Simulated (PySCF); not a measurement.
PySCF 2.14 output of an unrestricted LDA calculation on a single atom or ion in aug-cc-pV5Z-PP with ECP10MDF (8s7p6d4f3g2h, 136 functions), with scalar relativity through the core potential:

```
SCF conv_tol = 1e-09
number electrons alpha = 10  beta = 9
    P. A. M. Dirac.,  Math. Proc. Cambridge Philos. Soc. 26, 376 (1930)
    F. Bloch.,  Z. Phys. 57, 545 (1929)
    S. H. Vosko, L. Wilk, and M. Nusair.,  Can. J. Phys. 58, 1200 (1980)
cycle= 1 E= -257.358283934621  delta_E= -0.00577  |g|= 0.282  |ddm|= 0.347
cycle= 2 E= -257.346610773968  delta_E= 0.0117  |g|= 0.416  |ddm|= 0.459
cycle= 3 E= -257.368283097713  delta_E= -0.0217  |g|= 0.00203  |ddm|= 0.284
cycle= 4 E= -257.368283838983  delta_E= -7.41e-07  |g|= 0.000283  |ddm|= 0.0012
cycle= 5 E= -257.368283849681  delta_E= -1.07e-08  |g|= 1.05e-05  |ddm|= 0.000211
cycle= 6 E= -257.368283849698  delta_E= -1.67e-11  |g|= 1.53e-07  |ddm|= 7.97e-06
converged SCF energy = -257.368283849698  <S^2> = 0.75004722  2S+1 = 2.0000472
```

The run itself started from symmetry-adapted Hartree-Fock orbitals and held the occupation by maximum overlap, on a logarithmic radial grid, so the iterations belong to that start.

Which element, charge and spin multiplicity is this?

Ga(2+) (gallium, charge +2), multiplicity 2; the state was [Ar] 3d10 4d1, 2D determinant (an excited configuration).

Energies and moments cover only the electrons outside the core potential. The outer electron is Rydberg-like, and this basis confines it to a smaller radius and binds it less than a complete one would.
